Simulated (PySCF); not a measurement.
CH3Cl3OSi.

```xyz
9

C     -2.3881    -1.1501     0.0000
O     -0.9740    -1.3197     0.0000
Si     0.1102    -0.0795     0.0000
Cl    -0.1374     1.1052    -1.6698
Cl     1.9740    -0.9205     0.0000
Cl    -0.1374     1.1052     1.6698
H     -2.8501    -2.1562     0.0000
H     -2.7288    -0.5993     0.9036
H     -2.7288    -0.5993    -0.9036
```
Charge 0, spin multiplicity 1.

Coordinates come from a PBE-D3(BJ)/def2-SVP optimisation. The values are those of a single conformer.

Level of theory: KT2/pcSseg-1 in PySCF. Non-relativistic, no solvent.

Computed absolute GIAO shielding of each atom: isotropic value and principal components (ppm):
```csv
atom,σ(iso),σ11,σ22,σ33,span
C1,126.5,98.2,100.6,180.8,82.6
O2,227.0,137.4,250.4,293.3,155.9
Si3,368.5,348.3,366.8,390.4,42.1
Cl4,776.6,622.9,716.1,990.9,368.0
Cl5,777.5,659.4,673.3,999.8,340.4
Cl6,776.6,622.9,716.1,990.9,368.0
H7,27.1,22.9,24.5,34.0,11.1
H8,27.1,22.5,25.5,33.4,10.9
H9,27.1,22.5,25.5,33.4,10.9
```
